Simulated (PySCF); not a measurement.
Be(Br)(iPr) (C3H7BeBr), SMILES C[CH](C)[Be][Br].

Geometry optimised at PBE0-D3(BJ)/def2-SVP. One conformer was computed; it need not be the lowest.

The numbers are results of PBE/def2-TZVP (PySCF), not measurements.

The molecule is in vacuum.

Computed frontier levels, gap, dipole moment and polarisability:
```yaml
highest_occupied_level: -6.35 eV
lowest_empty_level: -0.99 eV
orbital_gap: 5.36 eV
dipole_moment: 0.94 D
quadrupole, principal values (traceless, Buckingham form, about the centre of nuclear charge): -2.98, 0.96, 2.02 D·Å
mean_static_polarisability: 73.4 bohr³ (10.88 Å³)
polarisability_principal_values: 61.1, 68.9, 90.2 bohr³
```
